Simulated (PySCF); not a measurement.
# Electron correlation in Cu³⁺ (copper, charge +3)

[Ar] 3d8, high-spin 3F determinant. Calculation: PySCF 2.14, in x2c-TZVPPall with one added diffuse shell each of s, p, d, f type (7s6p5d3f1g, 80 functions); the spin-free X2C one-electron Hamiltonian (Gaussian nucleus). Frozen: [Ar]; 8 electrons correlated.

| level | correlation energy (mhartree) |
| --- | --- |
| CCSD | -220.95 |
| (T) | -3.19 |
| CCSD(T) | -224.14 |

Diagnostics: T1 = 0.0043, D1 = 0.0062, largest double amplitude 0.016.

Cost of the coupled-cluster step: of the order of 13 core-seconds, for 8 correlated electrons.
